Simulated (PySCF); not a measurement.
CH₄F₂GaN, SMILES [F][Ga]([F])[NH]C.

The structure is a stationary point at PBE-D3(BJ)/def2-SVP. The structure was generated by enumeration; whether it is a known compound was not checked. One conformer was computed; it need not be the lowest.

Computed with CAM-B3LYP/def2-TZVP (PySCF).

Gas-phase values at a fixed geometry.

```yaml
total_energy: -2220.06339 hartree
point_group: Cs
highest_occupied_level: -8.89 eV
lowest_empty_level: -0.31 eV
orbital_gap: 8.59 eV
dipole_moment: 3.38 D
quadrupole, principal values (traceless, Buckingham form, about the centre of nuclear charge): -5.62, 1.09, 4.52 D·Å
mean_static_polarisability: 43.5 bohr³ (6.45 Å³)
polarisability_principal_values: 35.0, 41.2, 54.4 bohr³
```
